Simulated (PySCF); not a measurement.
An excited-state job on GaH2(SiH3), `[SiH3][GaH2]`.

Computed with TDDFT CAM-B3LYP/def2-SVPD, vertical, gas phase, core orbitals frozen in the response (PySCF 2.14.0, density-fitted response routines). Geometry: PBE0-D3(BJ)/def2-SVP. The input is one job of a driver script: a line of settings, then coordinates in Å.

Input:
```
{"job": {"kind": "uv", "xc": "CAM-B3LYP", "basis": "def2-SVPD", "ip": false, "nstates": 15}, "charge": 0, "multiplicity": 1}
Ga     0.685223     1.199155     0.014718
H      2.260048     1.227747     0.034718
H     -0.084257     2.572165    -0.045621
Si    -0.514717    -0.898019     0.020835
H     -1.868210    -0.779724     0.649346
H      0.236555    -1.983937     0.725969
H     -0.714651    -1.337396    -1.399955
```

Question: Estimate the output.

Answer: 
```
coarse grid: 26192 points
cycle   1  E = -2217.0726840260  dE = -7.655e-01  |g| = 4.554e-01  |ddm| = 2.453e+00
cycle   2  E = -2217.0744176792  dE = -1.734e-03  |g| = 5.045e-01  |ddm| = 6.913e-01
cycle   3  E = -2217.1005447518  dE = -2.613e-02  |g| = 1.761e-02  |ddm| = 3.742e-01
cycle   4  E = -2217.1006779811  dE = -1.332e-04  |g| = 6.600e-03  |ddm| = 7.064e-02
cycle   5  E = -2217.1006952517  dE = -1.727e-05  |g| = 8.705e-04  |ddm| = 1.591e-02
cycle   6  E = -2217.1006956927  dE = -4.410e-07  |g| = 2.644e-04  |ddm| = 2.498e-03
final grid: 52080 points
cycle   7  E = -2217.1006973418  dE = -2.642e-08  |g| = 2.434e-04  |ddm| = 1.036e-03
cycle   8  E = -2217.1006973424  dE = -6.225e-10  |g| = 2.889e-04  |ddm| = 4.056e-04
cycle   9  E = -2217.1006973510  dE = -8.517e-09  |g| = 1.391e-05  |ddm| = 1.865e-04
cycle  10  E = -2217.1006973511  dE = -1.282e-10  |g| = 4.158e-06  |ddm| = 3.664e-05
converged SCF energy = -2217.1006973511

Static polarisability (au): isotropic 64.426, principal 50.943 61.448 80.887

Singlet excitations
state   eV       nm        f      main configurations
  1   4.1484    298.9   0.00182   H->L 0.99
  2   4.9658    249.7   0.00003   H-1->L 0.98
  3   6.9707    177.9   0.00504   H-3->L 0.59, H->L+3 0.37
  4   7.0064    177.0   0.04909   H->L+1 0.62, H-2->L 0.27
  5   7.0327    176.3   0.07657   H->L+2 0.53, H-2->L 0.21, H->L+1 0.21
  6   7.1226    174.1   0.02893   H->L+3 0.56, H-3->L 0.37
  7   7.3448    168.8   0.36496   H-2->L 0.47, H->L+2 0.25, H->L+4 0.16
  8   7.5610    164.0   0.27064   H->L+4 0.64, H->L+2 0.14, H->L+5 0.11
  9   7.9211    156.5   0.19213   H-1->L+1 0.74, H-1->L+2 0.22
 10   8.2055    151.1   0.00259   H-1->L+2 0.62, H-1->L+1 0.20
 11   8.3017    149.3   0.06407   H->L+5 0.71, H->L+4 0.11
 12   8.3567    148.4   0.00051   H->L+6 0.78, H-1->L+4 0.09
 13   8.6045    144.1   0.28972   H-1->L+3 0.81, H->L+8 0.10
 14   8.8699    139.8   0.07543   H-1->L+4 0.71, H->L+6 0.09
 15   9.0302    137.3   0.11376   H-2->L+2 0.77

Triplet excitations (Tamm-Dancoff, eV): 3.5540 4.5072 6.1545 6.2263
```

The SCF starts on a coarse grid where the log names one; the energy can jump when the final grid takes over, and dE then counts from the start density on the new grid. H and L stand for HOMO and LUMO; the number after each pair is its weight.

Question: How does the lowest singlet excitation compare with the HOMO–LUMO gap?

Answer: HOMO -8.89 eV and LUMO -1.20 eV give a gap of 7.69 eV; S1 at 4.15 eV lies 3.54 eV below it.

Question: Which computed singlet has the largest oscillator strength, and what do all of them sum to?

Answer: State 7 at 7.34 eV (169 nm), f = 0.365; the 15 states sum to 1.535.

Main results: HOMO -8.89 eV, LUMO -1.20 eV; lowest singlet 4.15 eV; lowest triplet 3.55 eV (Tamm–Dancoff); mean polarisability 64.4 au.

 Relativistic effects, spin–orbit coupling among them, are left out although an element past zinc is present.

Question: How long does this job take on Arm Neoverse V2, one thread (shared host)?

Answer: About 5.1 s.
Labels such as C1 count atoms from 1, the log's own numbers from 0.
